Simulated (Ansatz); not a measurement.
Basis sets compared for AlSi₇H₁₆⁻, a doped cluster cut from the lattice of silicon (Al on a surface site). The state is a singlet with charge -1. Geometry PBE-D4/def2-SVP. Ansatz on 4 threads of AMD EPYC 9B45 on a shared host; times are rough, and most runs start from earlier orbitals.

```xyz
24

Si    2.188   -1.016   -0.892
Si   -1.681    1.077   -1.533
Si    0.783    1.964    1.464
Si   -1.184   -1.990    0.981
Al    2.858    0.910    0.554
Si   -0.834    2.727   -0.079
Si    0.871   -2.716    0.084
Si   -2.600   -0.830   -0.501
H     3.352   -1.844   -1.426
H     1.394   -0.707   -2.152
H    -2.777    1.652   -2.410
H    -0.598    0.598   -2.468
H     1.020    3.241    2.263
H    -0.073    1.135    2.409
H    -0.948   -1.089    2.167
H    -1.987   -3.170    1.496
H     3.628    2.004   -0.379
H     3.730    0.338    1.807
H    -0.276    3.785   -1.010
H    -2.051    3.369    0.563
H     0.524   -3.852   -0.861
H     1.571   -3.376    1.255
H    -3.062   -1.779   -1.588
H    -3.850   -0.430    0.254
```

```tsv
level	functions	energy (Eh)	HOMO (eV)	LUMO (eV)	wall time
PBE-D4/def2-SVPD	320	-2276.7047	-2.37	1.59	3.2 s
PBE0-D4/def2-SVPD	320	-2276.9475	-3.31	2.28	6 s
```

(1) Estimate the rows for PBE-D4/def2-TZVPD, PBE0-D4/def2-TZVPD.

## Answers

(1) 
```json
{"level": "PBE-D4/def2-TZVPD", "functions": "488", "energy (Eh)": "-2277.4835", "HOMO (eV)": "-2.39", "LUMO (eV)": "1.45", "wall time": "5.5 s"}
{"level": "PBE0-D4/def2-TZVPD", "functions": "488", "energy (Eh)": "-2277.7167", "HOMO (eV)": "-3.31", "LUMO (eV)": "2.13", "wall time": "14 s"}
```
